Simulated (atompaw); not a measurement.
## Pseudopotential generation for manganese (Mn): PAW (atompaw), PBE, scalar-relativistic.

```
Element                 : manganese (Mn)
Generator               : atompaw 4.2.0.5
Type                    : PAW
Functional              : PBE
Relativity              : scalar-relativistic
Frozen core             : [Ne]
Valence charge          : 15
Reference configuration : 3s2 3p6 3d5 4s2 4p0
Partial waves           : 3s (bound): rc 1.35 bohr; 4s (bound): rc 1.75 bohr; 3p (bound): rc 1.60 bohr; 4p (bound, empty): rc 1.75 bohr; 3d (bound): rc 1.35 bohr; 3d channel at 1 Ry: rc 1.35 bohr
Local potential         : ultrasoft scheme with l = 3 at 0.5 Ry, radius 1.60 bohr
Core correction         : smooth core density matched at 1.45 bohr
Augmentation charge     : gaussian compensation charge, radius 1.30 bohr; PAW radius 1.75 bohr; waves and projectors: custom polynom gramschmidtortho
```

All-electron outer shells of the reference configuration (PBE, scalar-relativistic, ld1.x):

```csv
shell,level (eV),outermost node (bohr),outermost maximum (bohr)
2s,-743.95,0.08,0.23
2p,-630.19,–,0.19
3s,-85.88,0.34,0.74
3p,-54.59,0.31,0.75
3d,-6.77,–,0.76
4s,-5.11,1.05,2.51
4p,-1.37,1.16,3.43
```

Question: Estimate the cutoffs (Ry, on a coarse ladder) from which the occupation-weighted sum of valence levels, in a spherical-Bessel basis at the reference potential, stays within 10 and 1 mRy of its value at 400 Ry.

Answer: 70 Ry and 100 Ry.

Question: Does the potential have ghost states?

Answer: No extra level below or beside the all-electron valence levels (s, p, d, f tested).

Question: Is the overlap operator S = 1 + Σ q|β⟩⟨β| positive definite (Bessel basis up to 400 Ry)?

Answer: Yes: its lowest eigenvalue is 0.13 (s channel).

Question: Which valence shell sets the plane-wave cutoff?

Answer: 3d: its level needs 80 Ry to come within 1 mRy, against 45 Ry for 3p.
